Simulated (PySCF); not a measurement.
## Electron correlation in Nd²⁺ (neodymium, charge +2)

[Xe] 4f3 6s1, one real determinant (an excited configuration). All numbers are calculated (PySCF 2.14, scalar relativity by spin-free X2C-1e, in x2c-TZVPPall (11s7p7d4f2g, 113 functions)). Frozen: [Kr] 4d10; 12 electrons correlated.

MP2 pair energies summed by pair of shells (mhartree):

```tsv
pair	energy	share (%)
5p-5p	-122.17	43.5
4f-5p	-62.97	22.4
5s-5p	-34.11	12.1
5p-6s	-23.02	8.2
4f-4f	-14.41	5.1
4f-5s	-13.32	4.7
5s-5s	-6.30	2.2
4f-6s	-3.40	1.2
5s-6s	-1.42	0.5
```

Total MP2 correlation energy: -281.13 mhartree.

Same-spin part -95.87 and opposite-spin part -185.26 mhartree; SCS-MP2 scales them by 1/3 and 6/5 to -254.27 mhartree.

The reference is one real determinant that mixes LS terms of this configuration.
